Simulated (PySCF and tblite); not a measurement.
Results of a calculation; reference values are marked as such.
2-formyl-1-fluorobenzene, C₇H₅FO, numbered as in [O:1]=[CH:2][c:3]1[cH:4][cH:5][cH:6][cH:7][c:8]1[F:9].

Search: ETKDG and KDG, MMFF94s, GFN2-xTB, 60 starts; geometries at GFN2-xTB. Weights use PBE0-D3(BJ)/pcSseg-1 energies plus GFN2-xTB zero-point and thermal terms (modes under about 100 cm⁻¹ blended into free rotors). Symmetry numbers and mirror images are counted. Conformers within 3 kcal/mol (GFN2-xTB free energy) were kept, 10 at most. GIAO shieldings: PBE0/pcSseg-1. Shifts are against TMS (¹H), TMS (¹³C), CFCl3 (¹⁹F) at the same level. Programs: PySCF with density fitting and tblite.

(1) What shifts does this protocol give at 298.15 K under fast conformational exchange?

(2) How do the conformers differ?

Unscaled ¹⁹F shifts at such levels can be off by tens of ppm; differences between conformers or isomers are more reliable. Shifts are unscaled: against experiment ¹³C can be off by 15 ppm or more and ¹H by 0.8 ppm.

## Answers

(1) ¹H: 10.68 (H2, 1H), 8.45 (H4, 1H), 7.88 (H6, 1H), 7.58 (H5, 1H), 7.48 (H7, 1H) ppm. ¹³C: 190.4 (C2), 176.0 (C8), 142.2 (C6), 135.6 (C4), 129.7 (C5), 128.7 (C3), 122.1 (C7) ppm. ¹⁹F: -130.6 (F9) ppm.

(2) Torsions listed: O1–C2–C3–C4.
| conformer | shape | weight % |
| --- | --- | --- |
| 1 | 0° | 98.7 |
| 2 | 180° | 1.3 |

| signal | 1 | 2 | average |
| --- | --- | --- | --- |
| H2 | 10.68 | 10.21 | 10.68 |
| H4 | 8.46 | 7.81 | 8.45 |
| H5 | 7.58 | 7.57 | 7.58 |
| H6 | 7.88 | 7.84 | 7.88 |
| H7 | 7.48 | 7.47 | 7.48 |
| C2 | 190.4 | 192.4 | 190.4 |
| C3 | 128.7 | 129.2 | 128.7 |
| C4 | 135.5 | 141.4 | 135.6 |
| C5 | 129.7 | 128.9 | 129.7 |
| C6 | 142.2 | 141.2 | 142.2 |
| C7 | 122.1 | 123.8 | 122.1 |
| C8 | 176.0 | 172.9 | 176.0 |
| F9 | -130.9 | -110.4 | -130.6 |


Conformer gaps in pcSseg-1 on xTB geometries can be 2 kcal/mol off for S=O, P=O and other polar bonds.